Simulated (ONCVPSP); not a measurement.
## PBE ONCV dataset for Cr, non-relativistic all-electron reference.

ONCVPSP 4.0.1 was run on this input:

```
# ATOM AND REFERENCE CONFIGURATION
# atsym  z   nc   nv     iexc    psfile
  Cr 24.00    5    2        4      upf
#
#   n    l    f
    1    0    2.00
    2    0    2.00
    2    1    6.00
    3    0    2.00
    3    1    6.00
    3    2    5.00
    4    0    1.00
#
# PSEUDOPOTENTIAL AND OPTIMIZATION
# lmax
    2
#
#   l,   rc,      ep,       ncon, nbas, qcut
    0    2.35    0.00    4    7    2.70
    1    2.50    0.10    3    6    2.80
    2    1.70    0.00    4    8    7.70
#
# LOCAL POTENTIAL
# lloc, lpopt,  rc(5),   dvloc0
    4    5    1.30    6.00
#
# VANDERBILT-KLEINMAN-BYLANDER PROJECTORs
# l, nproj, debl
    0    3    2.50
    1    2    1.80
    2    2    1.10
#
# MODEL CORE CHARGE
# icmod, fcfact, rcfact
    0    0.00    0.00
#
# LOG DERIVATIVE ANALYSIS
# epsh1, epsh2, depsh
   -2.00    5.00    0.02
#
# OUTPUT GRID
# rlmax, drl
    6.00    0.01
#
# TEST CONFIGURATIONS
# ncnf
    4
# nvcnf
#   n    l    f
    2
    3    2    5.00
    4    0    0.00
#
    2
    3    2    4.00
    4    0    0.00
#
    2
    3    2    3.00
    4    0    0.00
#
    2
    3    2    5.00
    4    0    0.50
#
```

Command:

```bash
oncvpspnr.x < Cr.dat > Cr.out
```

Output (shortened: citation, most of the input echo, consistency checks and plot data are left out):

```
ONCVPSP  (Optimized Norm-Conservinng Vanderbilt PSeudopotential)
scalar-relativistic version 4.0.1

#   n    l    f        energy (Ha)
    1    0    2.00    -2.1439640E+02
    2    0    2.00    -2.4173356E+01
    2    1    6.00    -2.0541235E+01
    3    0    2.00    -2.6647706E+00
    3    1    6.00    -1.6574896E+00
    3    2    5.00    -1.1005728E-01
    4    0    1.00    -1.4379775E-01

Reference configufation results
  iterations    35
  all-electron total energy (Ha)   -1.04403008D+03

Begin loop to  construct optimized pseudo wave functions
and semi-local pseudopoentials for all angular momenta

   Wellstate for l =  0  n =  6
     eigenvalue =   2.3562
     asymptotic potential =   2.8562
     half-point radius =  4.0868

   Wellstate for l =  0  n =  7
     eigenvalue =   4.8562
     asymptotic potential =   5.3562
     half-point radius =  3.8165

Calculating optimized projector #   1

 for l=   0

    Fraction of norm inside rc  0.205712
    Optimizing pswf for qcut=   2.70 a_B^-1,  ecut=   3.66 Ha
    Residual kinetic energy error=  3.70D-04 Ha

    Energy error per electron        Cutoff
         Ha          eV             Ha
         0.01000     0.27211        1.76
         0.00100     0.02721        3.14
         0.00010     0.00272        6.34
         0.00001     0.00027       14.77

Calculating optimized projector #   2

 for l=   0

    Fraction of norm inside rc  0.150617
    Optimizing pswf for qcut=   2.70 a_B^-1,  ecut=   3.66 Ha
    Residual kinetic energy error=  1.37D-01 Ha

    Energy error per electron        Cutoff
         Ha          eV             Ha
         0.01000     0.27211        7.36
         0.00100     0.02721       14.89
         0.00010     0.00272       22.71
         0.00001     0.00027       33.60

Calculating optimized projector #   3

 for l=   0

    Fraction of norm inside rc  0.158597
    Optimizing pswf for qcut=   2.70 a_B^-1,  ecut=   3.66 Ha
    Residual kinetic energy error=  4.46D-01 Ha

    Energy error per electron        Cutoff
         Ha          eV             Ha
         0.01000     0.27211       33.95
         0.00100     0.02721       42.03
         0.00010     0.00272       49.13
         0.00001     0.00027       68.92

   Wellstate for l =  1  n =  4
     eigenvalue =   0.1000
     asymptotic potential =   0.6000
     half-point radius =  4.5211

   Wellstate for l =  1  n =  6
     eigenvalue =   1.9000
     asymptotic potential =   2.4000
     half-point radius =  4.7875

Calculating optimized projector #   1

 for l=   1

    Fraction of norm inside rc  0.265626
    Optimizing pswf for qcut=   2.80 a_B^-1,  ecut=   3.92 Ha
    Residual kinetic energy error=  8.48D-05 Ha

    Energy error per electron        Cutoff
         Ha          eV             Ha
         0.01000     0.27211        0.97
         0.00100     0.02721        2.65
         0.00010     0.00272        3.93
         0.00001     0.00027       10.20

Calculating optimized projector #   2

 for l=   1

    Fraction of norm inside rc  0.166602
    Optimizing pswf for qcut=   2.80 a_B^-1,  ecut=   3.92 Ha
    Residual kinetic energy error=  2.50D-02 Ha

    Energy error per electron        Cutoff
         Ha          eV             Ha
         0.01000     0.27211        4.61
         0.00100     0.02721        8.99
         0.00010     0.00272       25.06
         0.00001     0.00027       49.42

   Wellstate for l =  2  n =  4
     eigenvalue =   0.9899
     asymptotic potential =   1.4899
     half-point radius =  3.0812

Calculating optimized projector #   1

 for l=   2

    Fraction of norm inside rc  0.695542
    Optimizing pswf for qcut=   7.69 a_B^-1,  ecut=  29.59 Ha
    Residual kinetic energy error=  2.64D-04 Ha

    Energy error per electron        Cutoff
         Ha          eV             Ha
         0.01000     0.27211       22.84
         0.00100     0.02721       27.02
         0.00010     0.00272       50.70
         0.00001     0.00027       87.23

Calculating optimized projector #   2

 for l=   2

    Fraction of norm inside rc  0.179082
    Optimizing pswf for qcut=   7.69 a_B^-1,  ecut=  29.59 Ha
    Residual kinetic energy error=  7.69D-04 Ha

    Energy error per electron        Cutoff
         Ha          eV             Ha
         0.01000     0.27211       24.18
         0.00100     0.02721       29.22
         0.00010     0.00272       57.62
         0.00001     0.00027       98.43

Construct Vanderbilt / Kleinmman-Bylander projectors

B matrix Hermiticity error, ll=   0
   1   2   -3.1201E-08
   1   3    3.7316E-08
   2   3    1.3764E-07

  Orthonormal projector coefficients  1.5127E+01  3.2657E+00  4.7036E-01

B matrix Hermiticity error, ll=   1
   1   2    3.6542E-08

  Orthonormal projector coefficients  2.3178E+00  3.3142E-01

B matrix Hermiticity error, ll=   2
   1   2   -3.5332E-08

  Orthonormal projector coefficients -8.8225E+00 -2.5332E+00

Pseudoatom total energy   -9.444293

Diagnostic tests using Vanderbilt-Kleinman-Bylander pseudopotentials
  1 or more projectors used as specified by nproj input data

   l    rcore       rmatch      e in        delta e   norm test  slope test

   0   2.3541345   2.4256111  -0.1437977  -0.0000000   1.0000000   1.0000001
   0   2.3541345   2.4256111   2.3562022  -0.0000001   1.0000000   1.0000000
   0   2.3541345   2.4256111   4.8562023  -0.0000002   1.0000006   1.0000006

   1   2.5142534   2.5905916   0.1000000  -0.0000141   0.9999565   0.9999565
   1   2.5142534   2.5905916   1.9000000  -0.0000469   1.0001249   1.0001249

   2   1.7042775   1.7560230  -0.1100573  -0.0000009   1.0000000   0.9999969
   2   1.7042775   1.7560230   0.9899427   0.0000000   1.0000001   1.0000001

 Testing for bound ghosts
   n   l    E NL Schr. Eq   E Basis Diag.   E Cutoff

   1   0       -0.143798       -0.133672     46.90

   2   1       -0.036203       -0.006055     24.06

   3   2       -0.110058       -0.104676    118.57

 Testing for highly-localized positive-energy ghosts
       l    <radius>/rc     E Basis Diag.   E Cutoff

       0        0.593629        5.706283     46.90  WARNING - GHOST(+)

       0        0.684557       44.874957     46.90  WARNING - GHOST(+)

Test configuration 0

   n   l     f        eae           eps        diff
   1   0  2.0000 -214.39639632
   2   0  2.0000  -24.17335588
   2   1  6.0000  -20.54123515
   3   0  2.0000   -2.66477058
   3   1  6.0000   -1.65748961
   3   2  5.0000   -0.11005728   -0.11005818   -9.00D-07
   4   0  1.0000   -0.14379775   -0.14379775   -2.45D-09

    Total energies and differences
      AE_ref= -1.04403008D+03  AE_tst= -1.04403008D+03  dif=  0.00D+00
      PS_ref= -9.44429322D+00  PS_tst= -9.44429322D+00  dif=  1.88D-13
      PSP excitation error= -1.88D-13

Test configuration 1

   n   l     f        eae           eps        diff
   1   0  2.0000 -214.65422355
   2   0  2.0000  -24.42176056
   2   1  6.0000  -20.79048061
   3   0  2.0000   -2.92106962
   3   1  6.0000   -1.91505731
   3   2  5.0000   -0.36500428   -0.36168417    3.32D-03

    Total energies and differences
      AE_ref= -1.04403008D+03  AE_tst= -1.04378095D+03  dif=  2.49D-01
      PS_ref= -9.44429322D+00  PS_tst= -9.19605373D+00  dif=  2.48D-01
      PSP excitation error=  8.90D-04

Test configuration 2

   n   l     f        eae           eps        diff
   1   0  2.0000 -215.18243194
   2   0  2.0000  -24.96574695
   2   1  6.0000  -21.33286502
   3   0  2.0000   -3.44390464
   3   1  6.0000   -2.43165644
   3   2  4.0000   -0.84524280   -0.84247131    2.77D-03

    Total energies and differences
      AE_ref= -1.04403008D+03  AE_tst= -1.04318732D+03  dif=  8.43D-01
      PS_ref= -9.44429322D+00  PS_tst= -8.60602987D+00  dif=  8.38D-01
      PSP excitation error=  4.50D-03

Test configuration 3

psatom: WARNING lschvkbb convergence error n,l,iter=   3   2   3
ea(ii),et,emin,emax -1.100582E-01 -1.210640E-01 -1.210640E-01 -1.210640E-01
run_config: WARNING for fully non-local PS atom, stg. 1
 WARNING no output for configuration 4

Test configuration 4

   n   l     f        eae           eps        diff
   1   0  2.0000 -214.51745552
   2   0  2.0000  -24.29010429
   2   1  6.0000  -20.65837184
   3   0  2.0000   -2.78530380
   3   1  6.0000   -1.77869710
   3   2  5.0000   -0.23062070   -0.22966143    9.59D-04
   4   0  0.5000   -0.24769866   -0.24711205    5.87D-04

    Total energies and differences
      AE_ref= -1.04403008D+03  AE_tst= -1.04393257D+03  dif=  9.75D-02
      PS_ref= -9.44429322D+00  PS_tst= -9.34690227D+00  dif=  9.74D-02
      PSP excitation error=  1.19D-04
```

oncvpspnr.x prints “scalar-relativistic version” in its banner although the run is non-relativistic.

The run took about 2.7 s on one core of a shared server CPU.
